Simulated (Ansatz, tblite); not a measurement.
Series ZrCl2X2: vertical triplet (eV) at several levels, gas phase, relaxed structures; Ansatz, xTB through tblite. Core potentials for Zr in the def2 sets, no spin–orbit coupling. xTB has no spin-polarisation term. Names give formal oxidation states. The structures are stationary points that may keep the symmetry of their start. Remarks come from the PBE and PBE0 runs and from stability tests at other levels; not every state was tested. HOMO above LUMO (over both spins in singlets and doublets, within one spin in higher multiplets; at PBE or PBE0), or a gap under 0.15 eV within one spin, warns that the state may not be the lowest or that an electron is smeared out.

| species | state | geometry | GFN1-xTB | GFN2-xTB | r2SCAN-D4/def2-TZVP | PBE0-D4/def2-TZVP | remarks |
| --- | --- | --- | --- | --- | --- | --- | --- |
| ZrF2Cl2 (ZrCl2F2) | singlet | r2SCAN-D4/def2-SVP | 3.99 | 4.15 | 5.82 | 5.83 | – |
| ZrH2Cl2 | singlet | PBE-D4/def2-TZVP | 2.97 | 2.99 | 3.62 | 3.64 | – |
| Zr(OH)2Cl2 (ZrCl2O2H2) | singlet | r2SCAN-D4/def2-SVP | 4.38 | 4.20 | 5.79 | 5.90 | gap within one spin near zero at PBE or PBE0 (triplet) |
| Zr(NH2)2Cl2 (ZrN2Cl2H4) | singlet | B3LYP-D4/def2-SVP | 2.77 | 3.17 | 4.65 | 4.74 | gap within one spin near zero at PBE or PBE0 (triplet) |

Q: Estimate the column for PBE-D4/def2-TZVP.

A: ZrF2Cl2 (ZrCl2F2) 5.64; ZrH2Cl2 3.51; Zr(OH)2Cl2 (ZrCl2O2H2) 5.56; Zr(NH2)2Cl2 (ZrN2Cl2H4) 4.50.

Over the 4 species that have every level, the mean is 3.53 at GFN1-xTB, 3.63 at GFN2-xTB, 4.80 at PBE-D4/def2-TZVP, 4.97 at r2SCAN-D4/def2-TZVP, 5.03 at PBE0-D4/def2-TZVP.
